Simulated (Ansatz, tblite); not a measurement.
Cost and result up the ladder for `C=CCCCCCCCCC[Si](Cl)(Cl)Cl` (36 atoms). Charge 0, multiplicity 1. Geometry: PBE-D4/def2-SVP.

Ansatz on 2 threads of AMD EPYC 7R13 on a shared host and a share (18 GiB) of an NVIDIA H100 80GB HBM3; xTB runs through tblite on one thread. Times are rough, summed over both states, and most runs start from the orbitals of an earlier one. ωB97X-V/def2-TZVP serves as the yardstick here, not as an exact answer. The other state is a doublet.

The xTB rows come from tblite. Single mean-field runs in def2-TZVP are fitted with def2-universal-jkfit. HOMO above LUMO, or a gap near zero within one spin, warns that the state may not be the lowest or that an electron is smeared out.

Raw xTB energies of ions are shifted by several eV.

```
                          level  functions  wall time  vertical IE (eV)  difference from ωB97X-V/def2-TZVP (eV)                                     remarks
                       GFN2-xTB        101     0.14 s             12.84                                    3.32                                           –
                       GFN1-xTB        122     0.16 s             13.61                                    4.08                                           –
               PBE-D4/def2-TZVP        615       16 s              8.61                                   -0.92  gap within one spin near zero (+1 doublet)
PBE0-D4/def2-TZVP (with forces)        615       23 s              9.19                                   -0.33                                           –
              ωB97X-V/def2-TZVP        615       27 s              9.52                                    0.00                                           –
```
